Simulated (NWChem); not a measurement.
System: C₃H₉B; SMILES CB(C)C

Input file for NWChem:

```
start job
memory heap 200 mb stack 900 mb global 1100 mb
geometry units angstroms noautosym nocenter noautoz
  B      0.006942     0.002851    -0.030278
  C      1.162680     1.069405     0.047199
  H      2.070355     0.791799    -0.510799
  H      1.463230     1.109510     1.113595
  H      0.859506     2.092332    -0.224118
  C      0.339272    -1.534766    -0.110564
  H     -0.410209    -2.110628    -0.677254
  H      0.276699    -1.917245     0.927648
  H      1.346287    -1.778704    -0.480592
  C     -1.495267     0.470481     0.025010
  H     -2.206190    -0.295344     0.371251
  H     -1.769134     0.697406    -1.025261
  H     -1.655014     1.406037     0.583768
end
basis spherical
  * library 6-31g*
end
dft
  xc xpbe96 cpbe96
  iterations 150
end
property
  efieldgrad
end
task dft property
```

Parts of the log:

```
             Northwest Computational Chemistry Package (NWChem) 7.3.0
             --------------------------------------------------------

                             Geometry "geometry" -> ""
                             -------------------------

 Output coordinates in angstroms (scale by  1.889725989 to convert to a.u.)

  No.       Tag          Charge          X              Y              Z
 ---- ---------------- ---------- -------------- -------------- --------------
    1 B                    5.0000     0.00694200     0.00285100    -0.03027800
    2 C                    6.0000     1.16268000     1.06940500     0.04719900
    3 H                    1.0000     2.07035500     0.79179900    -0.51079900
    4 H                    1.0000     1.46323000     1.10951000     1.11359500
    5 H                    1.0000     0.85950600     2.09233200    -0.22411800
    6 C                    6.0000     0.33927200    -1.53476600    -0.11056400
    7 H                    1.0000    -0.41020900    -2.11062800    -0.67725400
    8 H                    1.0000     0.27669900    -1.91724500     0.92764800
    9 H                    1.0000     1.34628700    -1.77870400    -0.48059200
   10 C                    6.0000    -1.49526700     0.47048100     0.02501000
   11 H                    1.0000    -2.20619000    -0.29534400     0.37125100
   12 H                    1.0000    -1.76913400     0.69740600    -1.02526100
   13 H                    1.0000    -1.65501400     1.40603700     0.58376800

 Effective nuclear repulsion energy (a.u.)     112.2719554441

  pbe96 is a nonlocal functional; adding pw91lda local functional.
                              NWChem Property Module
                              ----------------------

  itol2e modified to match energy
  convergence criterion.

                                 NWChem DFT Module
                                 -----------------

 Summary of "ao basis" -> "ao basis" (spherical)
 ------------------------------------------------------------------------------
       Tag                 Description            Shells   Functions and Types
 ---------------- ------------------------------  ------  ---------------------
 B                           6-31g*                  6       14   3s2p1d
 C                           6-31g*                  6       14   3s2p1d
 H                           6-31g*                  2        2   2s

  itol2e modified to match energy
  convergence criterion.

            General Information
            -------------------
          SCF calculation type: DFT
          Wavefunction type:  closed shell.
          No. of atoms     :    13
          No. of electrons :    32
           Alpha electrons :    16
            Beta electrons :    16
          Charge           :     0
          Spin multiplicity:     1
          Use of symmetry is: off; symmetry adaption is: off
          Maximum number of iterations: 150
          AO basis - number of functions:    74
                     number of shells:    42
          Convergence on energy requested:  1.00D-07
          Convergence on density requested:  1.00D-05
          Convergence on gradient requested:  5.00D-04

              XC Information
              --------------
          PerdewBurkeErnzerhof Exchange Functional  1.000
            Perdew 1991 LDA Correlation Functional  1.000 local
           PerdewBurkeErnz. Correlation Functional  1.000 non-local

             Grid Information
             ----------------
          Grid used for XC integration:  fine
          Radial quadrature: Mura-Knowles
          Angular quadrature: Lebedev.
          Tag              B.-S. Rad. Rad. Pts. Rad. Cut. Ang. Pts.
          ---              ---------- --------- --------- ---------
          B                   0.85       70           8.0       590
          C                   0.70       70          10.0       590
          H                   0.35       60          11.0       590
          Grid pruning is: on
          Number of quadrature shells:   820
          Spatial weights used:  Erf1

      Superposition of Atomic Density Guess
      -------------------------------------

 Sum of atomic energies:        -141.99094379

      Non-variational initial energy
      ------------------------------

 Total energy =    -144.526220
 1-e energy   =    -410.242891
 2-e energy   =     153.444715
 HOMO         =      -0.353127
 LUMO         =       0.029553

   convergence    iter        energy       DeltaE   RMS-Dens  Diis-err
 ---------------- ----- ----------------- --------- --------- ---------
 d= 0,ls=0.0,diis     1   -144.3260047355 -2.57D+02  8.10D-03  3.57D-01
 d= 0,ls=0.0,diis     2   -144.3543808213 -2.84D-02  3.93D-03  8.81D-02
 d= 0,ls=0.0,diis     3   -144.3598178736 -5.44D-03  1.85D-03  4.53D-02
 d= 0,ls=0.0,diis     4   -144.3657274151 -5.91D-03  1.97D-04  1.37D-04
 d= 0,ls=0.0,diis     5   -144.3657462891 -1.89D-05  5.56D-05  2.50D-05
  Resetting Diis
 d= 0,ls=0.0,diis     6   -144.3657501606 -3.87D-06  6.79D-06  2.43D-07
 d= 0,ls=0.0,diis     7   -144.3657501942 -3.36D-08  2.20D-06  8.76D-09

         Total DFT energy =     -144.365750194155
      One electron energy =     -414.882147041528
           Coulomb energy =      181.725278569682
    Exchange-Corr. energy =      -23.480837166377
 Nuclear repulsion energy =      112.271955444069

 Numeric. integr. density =       31.999993961803

                       DFT Final Molecular Orbital Analysis
                       ------------------------------------

 Vector   14  Occ=2.000000D+00  E=-3.128686D-01
              MO Center=  1.7D-02,  1.1D-02, -7.4D-02, r^2= 4.6D+00
   Bfn.  Coefficient  Atom+Function         Bfn.  Coefficient  Atom+Function
  ----- ------------  ---------------      ----- ------------  ---------------
    37      0.256714   6 C  px               58     -0.253371  10 C  py
    18      0.185310   2 C  py               17     -0.182751   2 C  px
    53      0.157111   9 H  s                69      0.150115  11 H  s
    29     -0.145264   3 H  s                33      0.145349   5 H  s
    73     -0.143453  13 H  s                54      0.136489   9 H  s

[...]

          -----------------------
          Electric field gradient
          -----------------------

 1 a.u. = 0.324123 10**(16) esu/cm**3  ( or statvolts/cm**2 ) = 0.97174 10**(22) v/m**2

 ------------------------------------------------------------
   Atom      X         Y         Z
 ------------------------------------------------------------
    1 B    0.01312   0.00539  -0.05722
 ------------------------------------------------------------

 Electric field gradient in molecular frame (a.u.)
         XX             YY             ZZ             XY             XZ             YZ
 ------------------------------------------------------------------------------------------
        0.249030       0.247091      -0.496120       0.003249      -0.039795       0.056660

 Principal components (a.u.) and orientation
 of principal axis w.r.t. absolute frame                      Asymmetry parameter eta
 --------------------------------------------------------------------------------------
       -0.502536       0.251528       0.251008                       0.001035

        0.053050       0.523068       0.850638
       -0.075491       0.851501      -0.518891
        0.995734       0.036689      -0.084660

 ------------------------------------------------------------
   Atom      X         Y         Z
 ------------------------------------------------------------
    2 C    2.19715   2.02088   0.08919
 ------------------------------------------------------------

 Electric field gradient in molecular frame (a.u.)
         XX             YY             ZZ             XY             XZ             YZ
 ------------------------------------------------------------------------------------------
        0.059743       0.041102      -0.100845       0.089621       0.012916       0.024919

 Principal components (a.u.) and orientation
 of principal axis w.r.t. absolute frame                      Asymmetry parameter eta
 --------------------------------------------------------------------------------------
        0.143360      -0.105141      -0.038219                       0.466816

        0.734619       0.021060      -0.678153
        0.669955      -0.180463       0.720134
        0.107216       0.983356       0.146680

 ------------------------------------------------------------
   Atom      X         Y         Z
 ------------------------------------------------------------
    3 H    3.91240   1.49628  -0.96527
 ------------------------------------------------------------

 Electric field gradient in molecular frame (a.u.)
         XX             YY             ZZ             XY             XZ             YZ
 ------------------------------------------------------------------------------------------
       -0.147628       0.116320       0.031308       0.092931       0.181090      -0.053055

 Principal components (a.u.) and orientation
 of principal axis w.r.t. absolute frame                      Asymmetry parameter eta
 --------------------------------------------------------------------------------------
       -0.288402       0.148067       0.140335                       0.026811

        0.822447       0.514090       0.243499
       -0.255473       0.716280      -0.649366
       -0.508246       0.471862       0.720439

 ------------------------------------------------------------
   Atom      X         Y         Z
 ------------------------------------------------------------
    4 H    2.76510   2.09667   2.10439
 ------------------------------------------------------------

 Electric field gradient in molecular frame (a.u.)
         XX             YY             ZZ             XY             XZ             YZ
 ------------------------------------------------------------------------------------------
        0.109431       0.138975      -0.248406      -0.002262      -0.109090      -0.014614

 Principal components (a.u.) and orientation
 of principal axis w.r.t. absolute frame                      Asymmetry parameter eta
 --------------------------------------------------------------------------------------
       -0.279555       0.141573       0.137983                       0.012842

        0.270051       0.727170      -0.631107
        0.035058       0.647599       0.761174
        0.962208      -0.227681       0.149392

 ------------------------------------------------------------
   Atom      X         Y         Z
 ------------------------------------------------------------
    5 H    1.62423   3.95393  -0.42352
 ------------------------------------------------------------

 Electric field gradient in molecular frame (a.u.)
         XX             YY             ZZ             XY             XZ             YZ
 ------------------------------------------------------------------------------------------
        0.112375      -0.227695       0.115320       0.113288      -0.027345       0.099514

 Principal components (a.u.) and orientation
 of principal axis w.r.t. absolute frame                      Asymmetry parameter eta
 --------------------------------------------------------------------------------------
       -0.288347       0.147749       0.140598                       0.024798

       -0.279184       0.853637      -0.439726
        0.927759       0.357889       0.105729
       -0.247628       0.378442       0.891887

 ------------------------------------------------------------
   Atom      X         Y         Z
 ------------------------------------------------------------
    6 C    0.64113  -2.90029  -0.20894
 ------------------------------------------------------------

 Electric field gradient in molecular frame (a.u.)
         XX             YY             ZZ             XY             XZ             YZ
 ------------------------------------------------------------------------------------------
       -0.032697       0.135746      -0.103049      -0.035133      -0.002135      -0.000147

 Principal components (a.u.) and orientation
 of principal axis w.r.t. absolute frame                      Asymmetry parameter eta
 --------------------------------------------------------------------------------------
        0.142780      -0.103120      -0.039660                       0.444455

       -0.196329       0.033033       0.979981
        0.980537       0.005476       0.196256
        0.001117       0.999439      -0.033465

 ------------------------------------------------------------
   Atom      X         Y         Z
 ------------------------------------------------------------
    7 H   -0.77518  -3.98851  -1.27982
 ------------------------------------------------------------

 Electric field gradient in molecular frame (a.u.)
         XX             YY             ZZ             XY             XZ             YZ
 ------------------------------------------------------------------------------------------
       -0.057609       0.029932       0.027677      -0.153609      -0.149184      -0.116694

 Principal components (a.u.) and orientation
 of principal axis w.r.t. absolute frame                      Asymmetry parameter eta
 --------------------------------------------------------------------------------------
       -0.287395       0.147248       0.140147                       0.024708

        0.681724      -0.364523      -0.634330
        0.519458       0.851720       0.068821
        0.515185      -0.376425       0.769993

 ------------------------------------------------------------
   Atom      X         Y         Z
 ------------------------------------------------------------
    8 H    0.52289  -3.62307   1.75300
 ------------------------------------------------------------

 Electric field gradient in molecular frame (a.u.)
         XX             YY             ZZ             XY             XZ             YZ
 ------------------------------------------------------------------------------------------
        0.136853       0.092141      -0.228994      -0.008782       0.022020       0.135853

 Principal components (a.u.) and orientation
 of principal axis w.r.t. absolute frame                      Asymmetry parameter eta
 --------------------------------------------------------------------------------------
       -0.280101       0.142020       0.138081                       0.014061

       -0.056743      -0.172968       0.983292
       -0.343468       0.928145       0.143447
        0.937449       0.329590       0.112074

 ------------------------------------------------------------
   Atom      X         Y         Z
 ------------------------------------------------------------
    9 H    2.54411  -3.36126  -0.90819
 ------------------------------------------------------------

 Electric field gradient in molecular frame (a.u.)
         XX             YY             ZZ             XY             XZ             YZ
 ------------------------------------------------------------------------------------------
       -0.219741       0.127193       0.092547       0.086384       0.132514      -0.033440

 Principal components (a.u.) and orientation
 of principal axis w.r.t. absolute frame                      Asymmetry parameter eta
 --------------------------------------------------------------------------------------
       -0.289001       0.148162       0.140839                       0.025338

        0.916037       0.122396       0.381963
       -0.217220       0.951945       0.215905
       -0.337182      -0.280747       0.898604

[...]
```

Level: PBE/6-31G* (spherical d). The geometry was optimised at PBE0/def2-SVP. NWChem prints the field gradient with the sign opposite to the second derivative of the potential.
